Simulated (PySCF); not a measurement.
Cl₂HSi, SMILES Cl[SiH]Cl, multiplicity 2. Atoms are numbered in the order given.

```xyz
4

Cl     0.0245    -0.3750    -1.6787
Si    -0.1312     0.7860     0.0000
Cl     0.0245    -0.3750     1.6787
H      1.0050     1.7471     0.0000
```
Charge 0, spin multiplicity 2.

The structure is a stationary point at PBE0-D3(BJ)/def2-TZVP. The isomer is the one that the SMILES or the coordinates give; other isomers of the formula were not compared.

These are B3LYP/def2-TZVPD (PySCF) values and carry that method's errors.

Mulliken values depend strongly on the basis, most of all with diffuse functions as here. Atomic charges (e):

```
atom  meta-Löwdin  Mulliken  Mulliken spin
----  -----------  --------  -------------
Cl1           ___     -0.22           0.09
Si2           ___      0.48           0.73
Cl3           ___     -0.22           0.09
H4            ___     -0.05           0.10
```

Task: Some entries are withheld; supply them. (The exact figures need the calculation; the answer reports its results.)

Result: 
- Cl1, meta-Löwdin: -0.25
- Si2, meta-Löwdin: 0.59
- Cl3, meta-Löwdin: -0.25
- H4, meta-Löwdin: -0.08
